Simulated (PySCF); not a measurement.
Cartesian coordinates in Å; atom numbers follow the order of the lines, from 1:
```xyz
7

Ge   -0.554    0.013   -0.385
S    -0.575   -0.034    1.840
H     0.222    1.050    1.964
S     1.528    0.013   -1.169
H     1.887   -1.101   -0.496
H    -1.171    1.300   -0.952
H    -1.336   -1.241   -0.802
```

Geometry: PBE0-D3(BJ)/def2-SVP; GIAO absolute shieldings from PySCF 2.14.0 with density-fitted response routines, gas phase, non-relativistic, averaged over equivalent atoms.

At PBE/pcSseg-1 (pcSseg-2 on Ge) (131 basis functions, 9.9 s wall time on 1 thread of an x86-64 server CPU, shared host):
```json
{"atoms": "Ge1", "σ (ppm)": "1300.4"}
{"atoms": "S2/S4", "σ (ppm)": "633.9"}
{"atoms": "H6/H7", "σ (ppm)": "25.46"}
{"atoms": "H3/H5", "σ (ppm)": "30.42"}
```

Predict the values at B3LYP/pcSseg-1 (pcSseg-2 on Ge) on the same geometry.

## Answers


| atoms | σ at B3LYP/pcSseg-1 (pcSseg-2 on Ge) | change |
| --- | --- | --- |
| Ge1 | 1321.8 | +21.4 |
| S2/S4 | 637.5 | +3.6 |
| H6/H7 | 25.91 | +0.45 |
| H3/H5 | 30.73 | +0.31 |

The largest change is at Ge1 (germanium bonded to 2 S, 2 H). Cost: 131 basis functions, 7.7 s wall time on 1 thread of an x86-64 server CPU, shared host.

Relativistic effects, spin–orbit coupling among them, are left out; they matter for Ge and for the light atoms bonded to it.
